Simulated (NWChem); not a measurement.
Isomers of C₂H₅F₃Si, each optimised at PBE0/def2-SVP with NWChem, gas phase unless a solvent is named. Flexible species stand in one conformer each, which need not be the lowest.  Relative energies count from the lowest isomer at each level and are electronic, without zero-point energy, on those geometries.

A: FC(C[SiH2]F)F
B: C[Si@@H](F)C(F)F
C: CC(F)(F)[SiH2]F
D: [SiH](F)([C@@H](C)F)F

**Question.** Which isomer is lowest, and do the levels agree? Levels: PBE0/def2-SVP; PBE/def2-TZVP; B3LYP/def2-TZVP; PW6B95/def2-TZVP; r2SCAN/def2-TZVP; CAM-B3LYP/def2-TZVP; Hartree-Fock/def2-TZVP.

**Answer.** All put D lowest.
```tsv
quantity	A	B	C	D
relative energy, PBE0/def2-SVP (kcal/mol)	31.5	34.6	37.9	0.0
relative energy, PBE/def2-TZVP (kcal/mol)	38.0	38.0	43.4	0.0
relative energy, B3LYP/def2-TZVP (kcal/mol)	40.0	40.4	45.6	0.0
relative energy, PW6B95/def2-TZVP (kcal/mol)	39.2	40.2	45.6	0.0
relative energy, r2SCAN/def2-TZVP (kcal/mol)	40.1	40.4	46.2	0.0
relative energy, CAM-B3LYP/def2-TZVP (kcal/mol)	39.5	40.8	45.4	0.0
relative energy, Hartree-Fock/def2-TZVP (kcal/mol)	38.7	42.1	46.6	0.0
```
